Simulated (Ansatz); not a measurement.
C₂H₆N₂OSi (`N=CC(=N)O[SiH3]`) at its PBE0-D4/def2-TZVP geometry, where that method's forces vanish. Total charge 0; spin multiplicity 1.

```csv
atom,x (Å),y (Å),z (Å)
N1,-0.424,2.754,0.692
C2,-0.764,1.541,0.707
C3,-0.031,0.401,0.070
N4,1.026,0.432,-0.620
O5,-0.639,-0.766,0.306
Si6,0.056,-2.166,-0.342
H7,0.449,2.895,0.176
H8,-1.677,1.254,1.230
H9,1.398,1.370,-0.738
H10,-0.875,-3.220,0.123
H11,1.408,-2.388,0.216
H12,0.073,-2.107,-1.820
```

Q: For each bond, give half the difference of the two atoms' forces along it (eV/Å; positive pushes the atoms apart) under PBE-D4, r2SCAN-D4, B3LYP-D4, ωB97M-V in def2-TZVPP. (Best estimate.)

A: Ansatz gave: 
```json
{"bond": "N1–C2", "length (Å)": "1.260", "PBE-D4": "0.68", "r2SCAN-D4": "0.31", "B3LYP-D4": "0.15", "ωB97M-V": "-0.02"}
{"bond": "N1–H7", "length (Å)": "1.024", "PBE-D4": "0.26", "r2SCAN-D4": "0.02", "B3LYP-D4": "-0.05", "ωB97M-V": "-0.07"}
{"bond": "C2–C3", "length (Å)": "1.498", "PBE-D4": "-0.50", "r2SCAN-D4": "-0.24", "B3LYP-D4": "-0.06", "ωB97M-V": "0.17"}
{"bond": "C2–H8", "length (Å)": "1.091", "PBE-D4": "0.02", "r2SCAN-D4": "-0.07", "B3LYP-D4": "-0.15", "ωB97M-V": "-0.16"}
{"bond": "C3–N4", "length (Å)": "1.263", "PBE-D4": "0.65", "r2SCAN-D4": "0.30", "B3LYP-D4": "0.11", "ωB97M-V": "-0.14"}
{"bond": "C3–O5", "length (Å)": "1.336", "PBE-D4": "0.31", "r2SCAN-D4": "0.25", "B3LYP-D4": "0.21", "ωB97M-V": "0.22"}
{"bond": "N4–H9", "length (Å)": "1.016", "PBE-D4": "0.19", "r2SCAN-D4": "-0.02", "B3LYP-D4": "-0.09", "ωB97M-V": "-0.04"}
{"bond": "O5–Si6", "length (Å)": "1.692", "PBE-D4": "0.23", "r2SCAN-D4": "-0.01", "B3LYP-D4": "0.07", "ωB97M-V": "0.09"}
{"bond": "Si6–H10", "length (Å)": "1.481", "PBE-D4": "0.05", "r2SCAN-D4": "-0.05", "B3LYP-D4": "-0.13", "ωB97M-V": "-0.13"}
{"bond": "Si6–H11", "length (Å)": "1.479", "PBE-D4": "0.02", "r2SCAN-D4": "-0.03", "B3LYP-D4": "-0.07", "ωB97M-V": "-0.13"}
{"bond": "Si6–H12", "length (Å)": "1.479", "PBE-D4": "0.02", "r2SCAN-D4": "-0.03", "B3LYP-D4": "-0.07", "ωB97M-V": "-0.13"}
```

B3LYP here is the variant with VWN-RPA as its local correlation; programs differ in this.
